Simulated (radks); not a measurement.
Effect of the nuclear size on the lutetium ion Lu3+, [Xe] 4f14. Calculated with a radial shooting solver on a logarithmic mesh with Libxc functionals: Dirac Kohn-Sham, PBE, spin-unpolarised, spherical densities, finite nucleus; Fermi nuclear charge, rms radius 5.37 fm. The rms radius is varied about that value; shifts are against it.

rms radius (fm)  total energy shift (eV)  density at nucleus (e/bohr^3)  1s1/2 shift (meV)  2s1/2 shift (meV)  4p1/2 shift (meV)  5s1/2 shift (meV)  5p1/2 shift (meV)  4f7/2 shift (meV)  6s1/2 (empty) shift (meV)
4.7847                             -9.16                      1.153e+06              -3730               -512             -0.104              -4.35              0.087              0.488                     -0.710
4.9189                             -7.12                      1.143e+06              -2900               -398             -0.081              -3.38              0.068              0.380                     -0.553
5.37                                   0                      1.111e+06              0.000              0.000              0.000              0.000              0.000              0.000                      0.000
5.5418                              2.83                        1.1e+06               1150                158              0.033               1.34             -0.027             -0.151                      0.219
6.2775                              15.6                      1.057e+06               6360                872              0.183               7.41             -0.148             -0.832                       1.21

Slopes of the eigenvalues against <r^2> in GHz/fm^2, as finite differences over the two radii next to the reference (eigenvalue slopes, not the field-shift constants of lines): 1s1/2 150000, 2s1/2 20600, 4p1/2 4.21, 5s1/2 175, 5p1/2 -3.51, 4f7/2 -19.7, 6s1/2 (empty) 28.6.
